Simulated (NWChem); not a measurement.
System: BeNH$_{2}$F; SMILES [Be]([F])[NH2]

```xyz
5

Be     0.0000     0.0000    -0.0909
F      0.0000     0.0000    -1.4769
N      0.0000     0.0000     1.4128
H      0.0000    -0.8244     1.9887
H      0.0000     0.8244     1.9887
```
Atoms are numbered in this order, from 1.

Results from NWChem. Pople sets run with spherical d functions. Structure relaxed at the PBE0-D3(BJ)/def2-TZVP level. Vzz is the largest principal value of the second derivative of the potential at the nucleus (NWChem prints the opposite sign); η is the asymmetry. Non-relativistic.

```
level           Vzz Be1 (a.u.)  η Be1  Vzz N3 (a.u.)  η N3  relative time
--------------  --------------  -----  -------------  ----  -------------
PBE0/def2-TZVP          -0.207   0.33         -0.747  0.69              4
PBE0/6-31G*             -0.183   0.37         -0.775  0.64              1
B3LYP/cc-pVTZ           -0.217   0.35         -0.773  0.71              7
B3LYP/6-31G*            -0.182   0.37         -0.788  0.67              1
```

Times are rough ratios from one shared machine.
